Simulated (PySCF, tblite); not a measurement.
Isomers of C6H13ClO2S. Computed values, GFN2-xTB/tblite, gas phase, harmonic and unscaled. Errors from tens to a few hundred cm⁻¹ against measured bands are possible. One conformer each.

Electronic energies: PBE0/pcSseg-1 single points on the GFN2-xTB geometries (PySCF, gas phase).

```
                        SMILES  electronic energy, lowest = 0 (kJ/mol)
    CC(C)[C@@H](C)CS(=O)(=O)Cl                                    19.7
CC[C@@H](C)[C@H](C)S(=O)(=O)Cl                                     9.8
       CC(C)C(C)(C)S(=O)(=O)Cl                                    11.4
         CC(C)(C)CCS(=O)(=O)Cl                                     8.8
         CCCC(C)(C)S(=O)(=O)Cl                                     0.0
```

Problem. How do GFN2-xTB zero-point energies change the relative energies?

Solution. 
```tsv
SMILES	ZPE (kJ/mol)	of it from modes above 1550 cm⁻¹	electronic (kJ/mol)	with ZPE, lowest = 0 (kJ/mol)	lowest mode (cm⁻¹)	rings
CCCC(C)(C)S(=O)(=O)Cl	490.5	235.0	0.0	0.0	54	0
CC(C)(C)CCS(=O)(=O)Cl	490.4	235.8	8.8	8.8	20	0
CC[C@@H](C)[C@H](C)S(=O)(=O)Cl	492.0	235.1	9.8	11.3	29	0
CC(C)C(C)(C)S(=O)(=O)Cl	491.4	236.2	11.4	12.3	48	0
CC(C)[C@@H](C)CS(=O)(=O)Cl	491.7	235.4	19.7	20.9	33	0
```

The zero-point energies span 1.6 kJ/mol, from `CC(C)(C)CCS(=O)(=O)Cl` to `CC[C@@H](C)[C@H](C)S(=O)(=O)Cl`. The order is unchanged.

Problem. And how do the electronic energies of GFN2-xTB itself compare?

Solution. `CCCC(C)(C)S(=O)(=O)Cl` 0.6; `CC(C)(C)CCS(=O)(=O)Cl` 36.3; `CC[C@@H](C)[C@H](C)S(=O)(=O)Cl` 20.3; `CC(C)C(C)(C)S(=O)(=O)Cl` 0.0; `CC(C)[C@@H](C)CS(=O)(=O)Cl` 39.3 kJ/mol, lowest = 0. Against the energies above, taken from the same isomer `CCCC(C)(C)S(=O)(=O)Cl`, the largest difference is 26.9 kJ/mol.

Problem. What do entropy and thermal enthalpy add at 298.15 K and 1 bar (rigid rotor, harmonic oscillator, one conformer each)?

Solution. 
| SMILES | point group | symmetry number | S (J/(mol K)) | H − H(0) (kJ/mol) | ZPE + H − H(0) − TS (kJ/mol) |
| --- | --- | --- | --- | --- | --- |
| CCCC(C)(C)S(=O)(=O)Cl | C1 | 1 | 472.3 | 36.86 | 386.5 |
| CC[C@@H](C)[C@H](C)S(=O)(=O)Cl | C1 | 1 | 472.0 | 36.29 | 387.6 |
| CC(C)C(C)(C)S(=O)(=O)Cl | C1 | 1 | 456.3 | 35.91 | 391.3 |
| CC(C)[C@@H](C)CS(=O)(=O)Cl | C1 | 1 | 471.2 | 35.96 | 387.2 |

Not tabulated: `CC(C)(C)CCS(=O)(=O)Cl` (lowest mode only 20 cm⁻¹).
